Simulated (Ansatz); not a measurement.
A run for Ansatz (an electronic-structure program): R-wB97M-V/def2-TZVPPD on CH3Br (SMILES CBr) with ghost functions, monomers drawn apart or pushed together. Files ending in .json are basis or fitting sets from the Basis Set Exchange.

Ansatz 0.2 input:
```yaml
crystal:
  periodic: [false, false, false]
  atoms:
    - {symbol: C, position_ang: [-0.30526325, -1.48346033, 3.87337494]}
    - {symbol: Br, position_ang: [-1.18984644, 0.25209293, 4.13538209]}
    - {symbol: H, position_ang: [0.55909695, -1.50331079, 4.52723158]}
    - {symbol: H, position_ang: [-0.02285226, -1.53487259, 2.82758042]}
    - {symbol: H, position_ang: [-1.02257894, -2.25103997, 4.14064537]}
basis:
  gaussian:
    orbitals: def2-TZVPPD.json
    ghost_atoms:
      - {symbol: O, position_ang: [0.34622330, 0.03161449, -0.11398864]}
      - {symbol: H, position_ang: [-0.02326593, 0.55664892, 0.60845326]}
      - {symbol: H, position_ang: [-0.32053056, 0.05273740, -0.80785887]}
hamiltonian:
  xc: {name: wB97M-V}
scf: {lower_state_search: off}
```

Question: Predict the final total energy.

Answer: -2613.9086 hartree.

Question: How many basis functions does it have, and what does it roughly cost on one machine?

Answer: 219 functions; very roughly 10 core-seconds.
